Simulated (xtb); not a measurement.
C2H6Al, charge +1, singlet, geometry from GFN2-xTB (such geometries of metal compounds can be far from the true shape).

The xtb input:
```
$ xtb mol.xyz --gfn 2 --chrg 1 --etemp 10000 --json

# file mol.xyz
9

Al    -0.00000000     0.00000000    -0.00000000
C      1.50720605     0.20042735    -1.23909353
H      2.19275998    -0.66045124    -1.17828475
H      2.09155963     1.10777030    -1.01536712
H      1.16035750     0.27671081    -2.28248740
C     -1.50720605    -0.20042735     1.23909353
H     -2.07340287    -1.12374067     1.03486934
H     -2.20884983     0.64552472     1.15629899
H     -1.16242441    -0.24581393     2.28497092
```

Task: Predict the total energy (a free energy at this electronic temperature) from GFN2-xTB (xtb).

Result: -7.9729 Eh

Task: Predict the HOMO-LUMO gap from GFN2-xTB.

Result: 3.67 eV

Task: Give the partial charges in atom order at the level GFN2-xTB.

Result: Al1 0.38, C2 -0.21, H3 0.17, H4 0.17, H5 0.17, C6 -0.21, H7 0.17, H8 0.17, H9 0.17
